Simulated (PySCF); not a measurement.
Compound: C5H14N2Si.
Geometry (GFN2-xTB, Å), atoms numbered from 1 in this order:
```
atom  x, y, z in Å
C1    -2.447   -0.548   -0.511
C2    -1.434    0.587   -0.422
C3    -0.070    0.195    0.171
C4    -0.196   -0.213    1.642
C5     0.605   -0.927   -0.634
N6     2.031   -0.772   -0.450
Si7    2.466    0.873   -0.201
N8     0.828    1.330    0.030
H9    -3.360   -0.188   -0.980
H10   -2.702   -0.927    0.475
H11   -2.060   -1.370   -1.107
H12   -1.852    1.393    0.187
H13   -1.255    0.991   -1.421
H14   -0.599    0.611    2.229
H15    0.790   -0.466    2.023
H16   -0.848   -1.075    1.757
H17    0.322   -0.839   -1.692
H18    0.289   -1.910   -0.272
H19    2.579   -1.416   -0.995
H20    2.978    1.653   -1.333
H21    3.382    0.899    0.944
H22    0.543    2.137    0.560
```

Probes without a nucleus sit at each ring's centroid and 1 Å off its mean plane on both sides; NICS is minus the shielding there, NICSzz its component along the normal. Level: GIAO PBE0/pcSseg-1 (PySCF, non-relativistic, gas phase) on the GFN2-xTB geometry, one conformer.

Ring bond lengths (Å), with Mayer bond orders in brackets: C3–C5 1.537 (0.97), C5–N6 1.446 (0.96), N6–Si7 1.720 (0.97), Si7–N8 1.717 (0.99), N8–C3 1.454 (0.92).

Give the NICS values of each ring in ppm.

| ring | type | NICS(0) | NICS(1), two faces | NICS(1)zz, two faces | rms pucker (Å) | centre to ring atoms, mean (Å) |
| --- | --- | --- | --- | --- | --- | --- |
| C3–C5–N6–Si7–N8 | 5-membered ring with 2 N and Si; formal bonds all single | -7.8 | -2.7 / -2.9 | -3.4 / -4.5 | 0.15 | 1.32 |

What do they say, and how far can they be read as aromaticity?

- C3–C5–N6–Si7–N8: mean NICS(1)zz -3.9 ppm, shielded. C3, C5, Si7 have four or more neighbours; no verdict on aromaticity is drawn. NICS(0) lies 5 ppm below the mean NICS(1).

What is the mean of the two in-plane components of NICS at the second NICS(1) probe listed for ring C3–C5–N6–Si7–N8, 1 Å off the ring?

The isotropic value is a third of the trace: (3 × -2.9 − (-4.5))/2 = -2.1 ppm.

What are the shieldings of the ring atoms and their hydrogens in the same run (means over atoms taken as equivalent)?

```
atoms                   environment  σ isotropic (ppm)  principal values of the symmetric part, first atom (ppm)
   C3  sp3 carbon bound to nitrogen              127.8                                       111.2, 121.5, 150.8
   C5  sp3 carbon bound to nitrogen              129.8                                       116.2, 127.8, 145.4
   N6        silicon-bound nitrogen              249.2                                       194.2, 242.6, 310.7
  Si7                  SiH2 silicon              376.3                                       352.8, 355.1, 421.1
   N8        silicon-bound nitrogen              211.5                                       166.7, 196.1, 271.9
  H17            methylene hydrogen              28.62                                          22.4, 29.5, 34.0
  H18            methylene hydrogen              28.55                                          23.9, 28.9, 32.8
  H19                  N–H hydrogen              31.90                                          22.3, 28.4, 45.0
  H20                 Si–H hydrogen              26.37                                          22.4, 23.6, 33.1
  H21                 Si–H hydrogen              26.30                                          22.5, 23.7, 32.7
  H22                  N–H hydrogen              31.95                                          24.3, 29.6, 42.0
```
